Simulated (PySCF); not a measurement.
Some computed properties have been withheld. Give your best values.

Species: C5H5Cl2NO.
Structure used (GFN2-xTB), in Å, numbered top down from 1:
```xyz
14
C5H5Cl2NO angstrom
C      2.548    0.500    0.668
C      1.349   -0.195    1.278
Cl     1.004    0.495    2.909
Cl     1.700   -1.951    1.489
C      0.156   -0.075    0.482
C     -0.878   -0.015   -0.130
C     -2.043    0.133   -0.984
N     -3.164   -0.395   -0.440
O     -1.999    0.674   -2.063
H      3.419    0.377    1.308
H      2.334    1.560    0.552
H      2.757    0.072   -0.310
H     -4.025   -0.342   -0.959
H     -3.159   -0.839    0.461
```

```tsv
property	level	value
rotational constants A, B, C of the GFN2-xTB geometry	GFN2-xTB	?
dipole moment	CAM-B3LYP/def2-SVPD	1.94 D
HOMO energy	CAM-B3LYP/def2-SVPD	?
LUMO energy	CAM-B3LYP/def2-SVPD	?
lowest singlet excitation	TDDFT CAM-B3LYP/def2-SVPD	?
lowest triplet excitation (Tamm–Dancoff)	TDA CAM-B3LYP/def2-SVPD	?
static isotropic polarisability	CAM-B3LYP/def2-SVPD	?
electronic spatial extent ⟨r²⟩ about the centre of nuclear charge	CAM-B3LYP/def2-SVPD	?
```

Electronic properties: PySCF, gas phase, density fitting.

Task: What is the lowest singlet excitation?

Result: 4.84 eV (256 nm, f = 0.000).

Task: What is the electronic spatial extent ⟨r²⟩ about the centre of nuclear charge?

Result: 2153 bohr².

Task: The lowest triplet excitation (Tamm–Dancoff)?

Result: 4.44 eV.

Task: The LUMO energy?

Result: -0.64 eV.

Task: Give the rotational constants A, B, C of the GFN2-xTB geometry.

Result: 1.896, 0.547, 0.527 GHz.

Task: Give the HOMO energy.

Result: -9.57 eV.

Task: The static isotropic polarisability?

Result: 101.4 au.

In wavenumbers S1 is 39000 cm⁻¹ (1 eV = 8065.54 cm⁻¹). The dipole matches unit charges of opposite sign 0.40 Å apart (1 e·Å = 4.8032 D). The principal polarisabilities are 84.3, 90.8 and 129.0 au; their mean is the isotropic value. The rotational constants make it an asymmetric top with κ = (2B − A − C)/(A − C) = -0.97, nearer the prolate limit (−1). The vertical singlet–triplet gap S1 − T1 is 0.40 eV (TDDFT singlet less Tamm–Dancoff triplet; S1: HOMO→LUMO, weight 0.88; T1: HOMO→LUMO, weight 0.85). The largest Löwdin shares of the HOMO are 0.58 on O9, 0.14 on C6, 0.12 on C5 and 0.07 on C7.

For the TDDFT job (CAM-B3LYP/def2-SVPD), the run took 2.0 min wall on an Intel Xeon at 2.70 GHz with one thread, no GPU, shared host with 64 logical CPUs at a one-minute load of 53, and the process peaked at 1.1 GiB of memory.

One conformer stands for the species.
